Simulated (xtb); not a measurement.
Job for xtb: GFN1-xTB on MnF, 2S+1 = 7, a spin state set in the input, which need not be the lowest, a point of a bond scan (R = 1.939 Å).

```
$ xtb mol.xyz --gfn 1 --sp --chrg 0 --uhf 6
2

Mn     0.00000000     0.00000000     0.00000000
F      0.00000000     0.00000000     1.93923000
```

It printed:

```
[...]
           -------------------------------------------------
          |                Calculation Setup                |
           -------------------------------------------------



           -------------------------------------------------
          |                 G F N 1 - x T B                 |
           -------------------------------------------------

        Reference                      10.1021/acs.jctc.7b00118
      * Hamiltonian:
        H0-scaling (s, p, d)           1.850000    2.250000    2.000000
        zeta-weighting                 0.000000
      * Dispersion:
        s8                             2.400000
        a1                             0.630000
        a2                             5.000000
        s9                             0.000000
      * Repulsion:
        kExp                           1.500000
        rExp                           1.000000
      * Coulomb:
        alpha                          2.000000
        third order                    atomic
        anisotropic                    false
      * Halogen bond correction:
        rad-scale                      1.300000
        damping                        0.440000


          ...................................................
          :                      SETUP                      :
          :.................................................:
          :  # basis functions                  14          :
          :  # atomic orbitals                  13          :
          :  # shells                            5          :
          :  # electrons                        14          :
          :  # halogen bonds                     0          :
          :  max. iterations                   250          :
          :  Hamiltonian                  GFN1-xTB          :
          :  restarted?                      false          :
          :  GBSA solvation                  false          :
          :  PC potential                    false          :
          :  electronic temp.          300.0000000     K    :
          :  accuracy                    1.0000000          :
          :  -> integral cutoff          0.2500000E+02      :
          :  -> integral neglect         0.1000000E-07      :
          :  -> SCF convergence          0.1000000E-05 Eh   :
          :  -> wf. convergence          0.2000000E-04 e    :
          :  Broyden damping             0.4000000          :
          :  net charge                          0          :
          :  unpaired electrons                  6          :
          ...................................................

 iter      E             dE          RMSdq      gap      omega  full diag
   1      4.5516719  0.455167E+01  0.371E+01    2.11       0.0  T
   2     -3.8128767 -0.836455E+01  0.380E+01    0.15       1.0  T
   3     -4.8667273 -0.105385E+01  0.252E+01    0.11       1.0  T
   4      3.1748814  0.804161E+01  0.371E+01    3.25       1.0  T
   5     -6.9254646 -0.101003E+02  0.134E+01    0.99       1.0  T
   6     -4.0589806  0.286648E+01  0.318E+01    0.12       1.0  T
   7     -7.0048773 -0.294590E+01  0.119E+01    1.68       1.0  T
   8     -7.0596436 -0.547663E-01  0.106E+01    2.11       1.0  T
   9     -7.0257914  0.338523E-01  0.111E+01    1.81       1.0  T
  10     -7.0725207 -0.467293E-01  0.111E+01    2.31       1.0  T
  11     -7.0599307  0.125900E-01  0.107E+01    2.12       1.0  T
  12     -7.0256482  0.342825E-01  0.101E+01    1.62       1.0  T
  13     -7.0545464 -0.288982E-01  0.995E+00    1.95       1.0  T
  14      4.0544997  0.111090E+02  0.368E+01    2.67       1.0  T
  15     -3.7892663 -0.784377E+01  0.397E+01    0.15       1.0  T
  16     -7.2238593 -0.343459E+01  0.156E+01    3.27       1.0  T
  17     -1.4648464  0.575901E+01  0.288E+01    2.73       1.0  T
  18     -1.4711908 -0.634444E-02  0.288E+01    2.73       1.0  T
  19     -4.9651894 -0.349400E+01  0.276E+01    0.09       1.0  T
  20      2.9967277  0.796192E+01  0.366E+01    3.19       1.0  T
  21     -3.8261677 -0.682290E+01  0.357E+01    0.15       1.0  T
  22     -6.9989483 -0.317278E+01  0.167E+01    2.40       1.0  T
  23     -7.0816167 -0.826684E-01  0.789E+00    1.90       1.0  T
  24     -7.1753846 -0.937679E-01  0.380E+00    1.90       1.0  T
  25     -7.2544878 -0.791032E-01  0.554E-01    2.03       1.0  T
  26     -7.2485317  0.595603E-02  0.960E-01    2.08       1.0  T
  27     -7.2513603 -0.282852E-02  0.719E-01    2.05       1.0  T
  28     -7.2541462 -0.278594E-02  0.260E-01    2.07       1.0  T
  29     -7.2545650 -0.418827E-03  0.118E-02    2.07       6.0  T
  30     -7.2545230  0.420420E-04  0.813E-02    2.07       1.0  T
  31     -7.2545054  0.175778E-04  0.965E-02    2.07       1.0  T
  32     -7.2544972  0.817019E-05  0.103E-01    2.06       1.0  T
  33     -7.2544894  0.782865E-05  0.108E-01    2.07       1.0  T
  34     -7.2544860  0.336461E-05  0.111E-01    2.06       1.0  T
  35     -7.2544854  0.596305E-06  0.111E-01    2.07       1.0  T
  36     -7.2544891 -0.365703E-05  0.109E-01    2.06       1.0  T
  37     -7.2544955 -0.640591E-05  0.104E-01    2.07       1.0  T
  38     -7.2545042 -0.871627E-05  0.976E-02    2.06       1.0  T
  39     -7.2545142 -0.100047E-04  0.892E-02    2.07       1.0  T
  40     -7.2545242 -0.100008E-04  0.803E-02    2.07       1.0  T
  41     -7.2545339 -0.962090E-05  0.704E-02    2.07       1.0  T
  42     -7.2545421 -0.823388E-05  0.608E-02    2.07       1.2  T
  43     -7.2545493 -0.719232E-05  0.508E-02    2.07       1.4  T
  44     -7.2545551 -0.578397E-05  0.413E-02    2.07       1.7  T
  45     -7.2545597 -0.459942E-05  0.315E-02    2.07       2.2  T
  46     -7.2545629 -0.324994E-05  0.222E-02    2.07       3.2  T
  47     -7.2545650 -0.205144E-05  0.134E-02    2.07       5.3  T
  48     -7.2545659 -0.946497E-06  0.584E-03    2.07      12.1  T
  49     -7.2545661 -0.215054E-06  0.102E-03    2.07      69.0  T
  50     -7.2545661 -0.683580E-08  0.410E-06    2.07   17230.2  T
  51     -7.2545661 -0.834888E-13  0.191E-06    2.07   36965.9  T

   *** convergence criteria satisfied after 51 iterations ***

         #    Occupation            Energy/Eh            Energy/eV
      -------------------------------------------------------------
         1        2.0000           -0.7733867             -21.0449
       ...           ...                  ...                  ...
         4        2.0000           -0.4958697             -13.4933
         5        1.0000           -0.4537054             -12.3460
         6        1.0000           -0.4537054             -12.3460
         7        1.0000           -0.4480913             -12.1932
         8        1.0000           -0.4480913             -12.1932
         9        1.0000           -0.4391495             -11.9499
        10        1.0000           -0.3083825              -8.3915 (HOMO)
        11                         -0.2324306              -6.3248 (LUMO)
        12                         -0.2324306              -6.3248
        13                         -0.0610018              -1.6599
      -------------------------------------------------------------
                  HL-Gap            0.0759519 Eh            2.0668 eV
             Fermi-level           -0.3725977 Eh          -10.1389 eV

 SCC (total)                   0 d,  0 h,  0 min,  0.004 sec
 SCC setup                      ...        0 min,  0.000 sec (  1.564%)
 Dispersion                     ...        0 min,  0.000 sec (  0.685%)
 classical contributions        ...        0 min,  0.000 sec (  0.309%)
 integral evaluation            ...        0 min,  0.000 sec (  9.246%)
 iterations                     ...        0 min,  0.003 sec ( 78.179%)
 molecular gradient             ...        0 min,  0.000 sec (  7.555%)
 printout                       ...        0 min,  0.000 sec (  2.230%)
Note: The following floating-point exceptions are signalling: IEEE_INVALID_FLAG IEEE_UNDERFLOW_FLAG IEEE_DENORMAL
normal termination of xtb

         :::::::::::::::::::::::::::::::::::::::::::::::::::::
         ::                     SUMMARY                     ::
         :::::::::::::::::::::::::::::::::::::::::::::::::::::
         :: total energy              -7.254102192851 Eh    ::
         :: gradient norm              0.024207535639 Eh/a0 ::
         :: HOMO-LUMO gap              2.066755868440 eV    ::
         ::.................................................::
         :: SCC energy                -7.254566129639 Eh    ::
         :: -> electrostatic           0.044257108316 Eh    ::
         :: repulsion energy           0.000614333002 Eh    ::
         :: dispersion energy         -0.000150396215 Eh    ::
         :: halogen bond corr.         0.000000000000 Eh    ::
         :: add. restraining           0.000000000000 Eh    ::
         :: total charge              -0.000000000001 e     ::
         :::::::::::::::::::::::::::::::::::::::::::::::::::::

           -------------------------------------------------
          |                Property Printout                |
           -------------------------------------------------

    * Orbital Energies and Occupations

         #    Occupation            Energy/Eh            Energy/eV
      -------------------------------------------------------------
         1        2.0000           -0.7733867             -21.0449
         2        2.0000           -0.5048795             -13.7385
         3        2.0000           -0.4958697             -13.4933
         4        2.0000           -0.4958697             -13.4933
         5        1.0000           -0.4537054             -12.3460
         6        1.0000           -0.4537054             -12.3460
         7        1.0000           -0.4480913             -12.1932
         8        1.0000           -0.4480913             -12.1932
         9        1.0000           -0.4391495             -11.9499
        10        1.0000           -0.3083825              -8.3915 (HOMO)
        11                         -0.2324306              -6.3248 (LUMO)
        12                         -0.2324306              -6.3248
        13                         -0.0610018              -1.6599
      -------------------------------------------------------------
                  HL-Gap            0.0759519 Eh            2.0668 eV
             Fermi-level           -0.3725977 Eh          -10.1389 eV

  Mulliken/CM5 charges         n(s)   n(p)   n(d)
     1Mn    0.35904  0.41473   0.959  0.394  5.288
     2F    -0.35904 -0.41473   1.870  5.489  0.000

Wiberg/Mayer (AO) data.
largest (>0.10) Wiberg bond orders for each atom

 ---------------------------------------------------------------------------
     #   Z sym  total        # sym  WBO       # sym  WBO       # sym  WBO
 ---------------------------------------------------------------------------
     1  25 Mn   1.119 --     2 F    1.119
     2   9 F    1.119 --     1 Mn   1.119
 ---------------------------------------------------------------------------

Topologies differ in total number of bonds
Writing topology from bond orders to xtbtopo.mol

 dipole moment from electron density (au)
     X       Y       Z
  -0.0000   0.0000  -0.9284  total (Debye):    2.360


           -------------------------------------------------
          | TOTAL ENERGY               -7.254102192851 Eh   |
          | GRADIENT NORM               0.024207535639 Eh/α |
          | HOMO-LUMO GAP               2.066755868440 eV   |
           -------------------------------------------------

------------------------------------------------------------------------
------------------------------------------------------------------------
 total:
 SCF:
```

The run finished.

Cost: roughly 0.020 core-seconds.
